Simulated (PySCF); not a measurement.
# Static response to an electric field

Compound: C5H8N2P (charge +1).
SMILES with atom numbers: `[NH2:1][PH2+:2][c:3]1[cH:4][cH:5][n:6][cH:7][cH:8]1` (hydrogens: H9, H10 on N1; H11, H12 on P2; H13 on C4; H14 on C5; H15 on C7; H16 on C8)

Geometry (GFN2-xTB, Å), atoms numbered from 1 in this order:
```
atom  x, y, z in Å
N1     2.8063    0.3579   -0.1396
P2     1.6551   -0.7295    0.2652
C3    -0.0736   -0.2350    0.0726
C4    -1.0046   -1.1213   -0.4639
C5    -2.3198   -0.6809   -0.5757
N6    -2.7079    0.5211   -0.2013
C7    -1.8264    1.3592    0.3067
C8    -0.4841    1.0362    0.4708
H9     3.1329    1.0243    0.5509
H10    2.7984    0.7502   -1.0756
H11    1.8727   -1.8517   -0.5040
H12    1.9479   -1.0662    1.5647
H13   -0.7192   -2.1122   -0.7840
H14   -3.0889   -1.3212   -0.9844
H15   -2.2068    2.3293    0.5945
H16    0.2104    1.7487    0.8917
```

Level: wB97X-D/def2-SVPD (PySCF), static field, nuclei fixed, core orbitals frozen in the response. The polarisability tensor in these axes (au):

```
x   112.20  -3.41   6.98
y    -3.41  87.84   9.71
z     6.98   9.71  61.67
```

Task: Give the principal values, the mean and the anisotropy Δα = √{½[(α1 − α2)² + (α2 − α3)² + (α1 − α3)²]}.

Result: Principal values 57.38, 91.01 and 113.33 au; mean 87.24 au = 12.93 Å³ = 14.38 × 10⁻⁴⁰ C²·m²/J; Δα = 48.78 au (56 % of the mean).

Task: Give the principal axes and the span of the nuclei along them.

Result: Largest value along (0.99, -0.09, 0.12), where the nuclei span 6.13 Å; middle along (0.05, 0.95, 0.32), 4.58 Å; least along (-0.14, -0.31, 0.94), 3.17 Å. The response follows the extents in order.

Task: Form Σ f/ω² (atomic units) for the 8 lowest TDDFT singlets, given as eV and f, and set it beside the mean polarisability, which is this sum over all singlets: 4.08, 0.0030; 4.92, 0.0001; 5.11, 0.0687; 6.14, 0.0258; 6.64, 0.2037; 6.87, 0.1793; 7.10, 0.0026; 7.13, 0.1634.

Result: They add up to 11.24 au, 12.9 % of the 87.24 au; the largest single term is 3.42 au, from the state at 6.64 eV. Terms in order: 0.13, 0.00, 1.95, 0.51, 3.42, 2.81, 0.04, 2.38 au. Higher excitations give the rest. The strengths listed sum to 0.647.

Task: What depolarisation ratio follows for Rayleigh scattering of linearly polarised light, taking the static tensor?

Result: ρ = 3Δα²/(45ᾱ² + 4Δα²) = 7139.1/(342454 + 9518.8) = 0.0203.

Isolated species at its GFN2-xTB geometry (one conformer only).
